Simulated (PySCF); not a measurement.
# 31P chemical shifts

[PySCF 2.14: PBE0/pcSseg-1 with gauge-including orbitals; GFN2-xTB geometry; one conformer; no solvent; rapidly exchanging positions averaged; no relativistic terms]

Shieldings were converted by a linear fit to measured shifts: 31P (scatter 18.1 ppm rms vs H3PO4, solution or neat liquid). Occasional misses reach two or three times the rms, and more in compound classes unlike the fitted ones.

Problem. Give the 31P shifts of `FC(F)(F)c1ncccp1`, `CC1=C[P@]1(=O)C1CC1`, `C#CPc1cccs1`, `C=N[SiH](P)P`.

Solution. 
| compound | environment | δ (ppm) |
| --- | --- | --- |
| FC(F)(F)c1ncccp1 | phosphorus bonded to 2 C, in a 6-membered ring | 199.4 |
| CC1=C[P@]1(=O)C1CC1 | phosphorus bonded to 3 C, O, in a 3-membered ring | -68.9 |
| C#CPc1cccs1 | phosphorus bonded to 2 C, H | -92.0 |
| C=N[SiH](P)P | phosphorus bonded to Si, 2 H (×2) | -231.1 |

Problem. Order these by 31P shift, lowest first.
A. C#Cc1pcc(C)s1
B. C=CC1=CC[P@H](=O)C1
C. CCc1cpc(C#N)s1
D. CC#C[Si@@](N)(P)[SiH2]C#N
E. C=CP1C(C)=C1OC
F. CC1=C[PH](=O)C=C1C

Solution. D (-231.4 ppm, phosphorus bonded to Si, 2 H), E (-125.1 ppm, phosphorus bonded to 3 C, in a 3-membered ring), F (-1.3 ppm, phosphorus bonded to 2 C, O, H, in a 5-membered ring), B (19.9 ppm, phosphorus bonded to 2 C, O, H, in a 5-membered ring), A (238.3 ppm, phosphorus bonded to 2 C, in a 5-membered ring), C (258.9 ppm, phosphorus bonded to 2 C, in a 5-membered ring).
